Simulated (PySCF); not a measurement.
**Core-level binding energies of `N#CC([SiH3])[SiH3]`**

C2H7NSi2.
Structure used (GFN2-xTB), in Å, numbered top down from 1:
```xyz
12
C2H7NSi2 angstrom
N      0.0571    2.1841   -1.7617
C      0.0080    1.1584   -1.2520
C     -0.0460   -0.0960   -0.5870
Si    -1.5993   -0.1384    0.5379
Si     1.6159   -0.3775    0.3291
H     -0.1535   -0.8730   -1.3496
H     -1.4821    0.9036    1.5548
H     -1.6434   -1.4661    1.1521
H     -2.7859    0.0767   -0.2896
H      2.7041   -0.3293   -0.6471
H      1.7849    0.6603    1.3429
H      1.5414   -1.7034    0.9442
```

Method: PySCF, delta-SCF UKS SCAN, pcX-2 on the ionised atom, pcseg-1 elsewhere, spin-free X2C. These are vertical core ionisation energies against the vacuum level, from separate self-consistent calculations with and without the core hole.

Task: List the computed XPS lines with their assignment.

Result: 
```json
{"atom(s)": "Si4/Si5", "environment": "SiH3 silicon", "level": "Si 2p3/2", "binding energy (eV)": "107.31", "2p1/2 (eV)": "107.93", "above the level's lowest (eV)": "0.00", "count": "2"}
{"atom(s)": "C3", "environment": "sp3 carbon bound to silicon", "level": "C 1s", "binding energy (eV)": "291.34", "2p1/2 (eV)": "–", "above the level's lowest (eV)": "0.00", "count": "1"}
{"atom(s)": "C2", "environment": "nitrile carbon", "level": "C 1s", "binding energy (eV)": "292.03", "2p1/2 (eV)": "–", "above the level's lowest (eV)": "+0.69", "count": "1"}
{"atom(s)": "N1", "environment": "nitrile nitrogen", "level": "N 1s", "binding energy (eV)": "404.50", "2p1/2 (eV)": "–", "above the level's lowest (eV)": "0.00", "count": "1"}
{"atom(s)": "Si4/Si5", "environment": "SiH3 silicon", "level": "Si 1s", "binding energy (eV)": "1847.03", "2p1/2 (eV)": "–", "above the level's lowest (eV)": "0.00", "count": "2"}
```

The listed C 1s values span 0.69 eV, from C3 (bonded to C, H and 2 Si) to C2 (bonded to N (triple bond) and C). Summing the Pauling electronegativity differences to the bonded atoms, each weighted by its formal bond order, gives -1.65 for the lowest site and +1.47 for the highest.

Task: Which photon wavelength matches the N 1s of N1 threshold?

Result: λ = hc/E = 12398.42 eV Å / 404.50 eV = 30.651 Å.

The first atom of each set that the bonding makes equivalent was ionised and stands for the set. For 2p shells one spin-free hole was relaxed; a mean-field spin–orbit operator and the ground-state splitting of the three 2p orbitals were then diagonalised within the shell. The shell's mean is (2 × 2p3/2 + 2p1/2)/3, and the degeneracies 2j + 1 give areas of 2:1. 2p1/2 minus 2p3/2 (ligand field included): Si 0.62 eV. Isolated species at its GFN2-xTB geometry, gas phase.
